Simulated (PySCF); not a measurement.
Dipole response of Mn (manganese, neutral)

[Ar] 3d5 4s2, high-spin 6S determinant. All numbers are calculated (PySCF 2.14, the non-relativistic Hamiltonian (point nucleus), in aug-cc-pVTZ with one added diffuse shell each of s, p, d, f, g type (9s8p6d4f3g, 118 functions)). Coupled (time-dependent) response in atomic units; α is the mean over directions.

```tsv
method	mean α (bohr³)	C₆ (like pair)	S(−4)
UHF	106.2	1057	16570
PBE	75.75	723.5	3611
```

S(−4) is the Cauchy moment in α(ω) = α(0) + S(−4) ω² + …

Reference α: 68 ± 9 bohr³ (recommended; Schwerdtfeger and Nagle, table of static dipole polarizabilities (2023 update)). Published C₆: 552.0 (Chu and Dalgarno (2004); Tang, Norbeck and Certain (1976)).

Hartree-Fock lies above the reference because it lacks correlation, which contracts the outer shell.

α(iu) at PBE:

```csv
u (hartree),α(iu) (bohr³)
0,75.75
0.0500,68.04
0.100,53.53
0.200,31.09
0.300,19.49
0.500,9.943
0.750,5.753
1.00,3.926
1.50,2.301
2.00,1.565
3.00,0.8850
5.00,0.4048
```

A single London oscillator, α(iu) = α/(1 + u²/ω²), gives C₆ = (3/4) ω α². Matching the computed C₆ needs ω = 4 × 723.5 / (3 × 75.75²) = 0.168 hartree.
